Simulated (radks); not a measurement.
Results of a calculation; reference values are marked as such.
Ionisation of Eu3+, [Xe] 4f6, to Eu4+, [Xe] 4f5, under several functionals. Scalar-relativistic Kohn-Sham, spin-polarised, spherical densities, finite nucleus; open shells are filled with parallel spins first (spin-orbit coupling, left out, can overturn this in heavy ions); a radial shooting solver on a logarithmic mesh with Libxc functionals.

\begin{tabular}{lrrrrrr}
functional & E(Eu3+) (hartree) & Exc (hartree) & IE (eV) & -e(HOMO) (eV) & <r> HOMO (bohr) & IE error (eV) \\ \hline
XLYP & -10843.5675 & -242.8440 & 44.241 & 34.559 & 0.8671 & +1.301 \\
PW91 & -10843.2885 & -242.5820 & 44.541 & 34.848 & 0.8662 & +1.601 \\
r2SCAN & -10843.2660 & -241.8985 & 44.697 & 34.992 & 0.8620 & +1.757 \\
exchange-only r2SCAN & -10839.7983 & -238.3909 & 43.313 & 33.657 & 0.8630 & +0.373 \\
OLYP & -10846.0371 & -245.4975 & 45.073 & 35.312 & 0.8605 & +2.133 \\
Wu-Cohen GGA & -10841.0753 & -240.3570 & 44.489 & 34.795 & 0.8663 & +1.549 \\
BP86 & -10843.5727 & -242.8644 & 44.517 & 34.825 & 0.8662 & +1.577 \\
revPBE & -10842.3219 & -241.6124 & 44.404 & 34.715 & 0.8663 & +1.464 \\
exchange-only LDA & -10828.5155 & -227.7116 & 43.086 & 33.455 & 0.8686 & +0.146 \\
PBEsol & -10838.2600 & -237.5295 & 44.496 & 34.805 & 0.8662 & +1.556 \\
BLYP & -10842.8240 & -242.0979 & 44.215 & 34.533 & 0.8670 & +1.275 \\
\end{tabular}

NIST Atomic Spectra Database: 42.9 eV (semi-empirical). Closest: exchange-only LDA. The Delta-SCF values span 1.99 eV, the total energies 17.52 hartree. The highest occupied level is 4f. Open shells are spherical and high-spin; term and fine-structure splittings are not resolved. Spin-orbit splitting is averaged out at the scalar-relativistic level. No tabulated value is given for the 4+ ions of Nd, Pm and Eu to Yb, where it belongs to another shell than the one emptied here.
